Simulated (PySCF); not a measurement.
C₆H₅FO₂.
SMILES: `F/C=C\C1=COC=CO1`

A PySCF run (density fitting, gas phase, GFN2-xTB geometry) gave HOMO -4.50 eV, LUMO -1.96 eV, dipole 1.17 D.

Question: Which of these levels was it?
A. PBE0/def2-SVPD
B. PBE0/pcSseg-1
C. HCTH407/pcSseg-0

Answer: C. It is HCTH407/pcSseg-0. All candidates on this geometry:

```tsv
level and settings	kind	basis functions	SCF cycles	E (Eh)	HOMO (eV)	LUMO (eV)	dipole (D)
HCTH407/pcSseg-0	GGA	91	16	-480.6310	-4.50	-1.96	1.17
PBE0/pcSseg-1	global hybrid	178	15	-481.2605	-5.49	-0.90	1.15
PBE0/def2-SVPD	global hybrid	229	14	-480.9842	-5.60	-0.98	1.19
```

The nearest other candidate, by the summed differences of HOMO and LUMO, is PBE0/pcSseg-1: its HOMO differs by -0.99 eV and its LUMO by +1.06 eV. Cycle counts include a coarse-grid stage where the run had one.

The values belong to the conformer `[F:1]/[CH:2]=[CH:3]\[C:4]1=[CH:5][O:6][CH:7]=[CH:8][O:9]1`: C2–C3–C4–C5 180°.
